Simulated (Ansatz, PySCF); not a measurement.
2-chlorobuta-1,3-diene (C4H5Cl), SMILES C=CC(=C)Cl. Atoms are numbered in the order given.

```xyz
10

C     -0.4112    -2.0734     0.0000
C      0.6159    -1.2133     0.0000
C      0.5292     0.2473     0.0000
C      1.5969     1.0600     0.0000
Cl    -1.0827     0.9486     0.0000
H     -1.4451    -1.7217     0.0000
H     -0.2378    -3.1517     0.0000
H      1.6434    -1.5930     0.0000
H      2.6013     0.6301     0.0000
H      1.4942     2.1454     0.0000
```
Charge 0, spin multiplicity 1.

Geometry optimised at B3LYP-D3(BJ)/def2-SVP. The values are those of a single conformer.

Two levels are set side by side: PBE-D3(BJ)/def2-SVP (Ansatz, an electronic-structure program) and B3LYP-D3(BJ)/def2-SVP (Ansatz). Each level has its own optimised geometry; the coordinates shown are those of the second. Frequencies come from the Hessian of PySCF at each geometry. Differences are taken from unrounded values.

| quantity | B3LYP-D3(BJ) |
|---|---|
| mean bond length (Å) | 1.263 |
| bond C1–C2 (Å) | 1.340 |
| bond C2–C3 (Å) | 1.463 |
| bond C3–C4 (Å) | 1.342 |
| bond C3–Cl5 (Å) | 1.758 |
| bond C1–H6 (Å) | 1.092 |
| bond C1–H7 (Å) | 1.092 |
| bond C2–H8 (Å) | 1.095 |
| bond C4–H9 (Å) | 1.093 |
| bond C4–H10 (Å) | 1.090 |
| highest harmonic wavenumber (cm⁻¹) | 3266 |
| mean harmonic wavenumber (cm⁻¹) | 1388 |
| zero-point energy (kcal/mol) | 47.62 |

What does PBE-D3(BJ) give, and how far is it from B3LYP-D3(BJ)? (Estimate from the structure and the level; the computed values follow.)


| quantity | PBE-D3(BJ) | PBE-D3(BJ) minus B3LYP-D3(BJ) |
|---|---|---|
| mean bond length (Å) | 1.269 | 0.006 |
| bond C1–C2 (Å) | 1.349 | 0.009 |
| bond C2–C3 (Å) | 1.462 | -0.001 |
| bond C3–C4 (Å) | 1.353 | 0.011 |
| bond C3–Cl5 (Å) | 1.757 | -0.001 |
| bond C1–H6 (Å) | 1.101 | 0.009 |
| bond C1–H7 (Å) | 1.100 | 0.008 |
| bond C2–H8 (Å) | 1.104 | 0.008 |
| bond C4–H9 (Å) | 1.100 | 0.008 |
| bond C4–H10 (Å) | 1.098 | 0.008 |
| highest harmonic wavenumber (cm⁻¹) | 3206 | -60 |
| mean harmonic wavenumber (cm⁻¹) | 1349 | -39 |
| zero-point energy (kcal/mol) | 46.30 | -1.33 |

Exact exchange shortens and stiffens bonds; PBE has none. Differences between two approximate levels are no errors against the true value.
